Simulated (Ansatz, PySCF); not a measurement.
I2Pb, SMILES [I][Pb][I] (connectivity only; charge and spin as stated), charge -1, multiplicity 2. Atoms are numbered in the order given.

```xyz
3

Pb     0.0000     0.0000     1.0588
I      0.0000     2.3614    -0.7934
I      0.0000    -2.3614    -0.7934
```
Charge -1, spin multiplicity 2.

Geometry optimised at r2SCAN-D4/def2-SVPD. The spin state was assumed, not searched. The isomer is the one that the SMILES or the coordinates give; other isomers of the formula were not compared. The def2 effective core potentials stand for the cores of I, Pb; spin–orbit coupling is left out.

Two levels are set side by side: PBE-D3(BJ)/def2-SVPD (Ansatz, a program for electronic structure) and r2SCAN-D4/def2-SVPD (Ansatz). Each level has its own optimised geometry; the coordinates shown are those of the second. Frequencies come from the Hessian of PySCF at each geometry. Differences are taken from unrounded values.

```json
[
 {"quantity": "mean bond length (Å)", "r2SCAN-D4": "3.001"},
 {"quantity": "bond Pb1–I2 (Å)", "r2SCAN-D4": "3.001"},
 {"quantity": "bond Pb1–I3 (Å)", "r2SCAN-D4": "3.001"},
 {"quantity": "highest harmonic wavenumber (cm⁻¹)", "r2SCAN-D4": "126"},
 {"quantity": "mean harmonic wavenumber (cm⁻¹)", "r2SCAN-D4": "94"},
 {"quantity": "zero-point energy (kcal/mol)", "r2SCAN-D4": "0.40"}
]
```

What does PBE-D3(BJ) give, and how far is it from r2SCAN-D4? (The exact figures need the calculation; the answer reports its results.)


```json
[
 {"quantity": "mean bond length (Å)", "PBE-D3(BJ)": "3.016", "PBE-D3(BJ) minus r2SCAN-D4": "0.015"},
 {"quantity": "bond Pb1–I2 (Å)", "PBE-D3(BJ)": "3.016", "PBE-D3(BJ) minus r2SCAN-D4": "0.015"},
 {"quantity": "bond Pb1–I3 (Å)", "PBE-D3(BJ)": "3.016", "PBE-D3(BJ) minus r2SCAN-D4": "0.015"},
 {"quantity": "highest harmonic wavenumber (cm⁻¹)", "PBE-D3(BJ)": "122", "PBE-D3(BJ) minus r2SCAN-D4": "-4"},
 {"quantity": "mean harmonic wavenumber (cm⁻¹)", "PBE-D3(BJ)": "91", "PBE-D3(BJ) minus r2SCAN-D4": "-3"},
 {"quantity": "zero-point energy (kcal/mol)", "PBE-D3(BJ)": "0.39", "PBE-D3(BJ) minus r2SCAN-D4": "-0.01"}
]
```
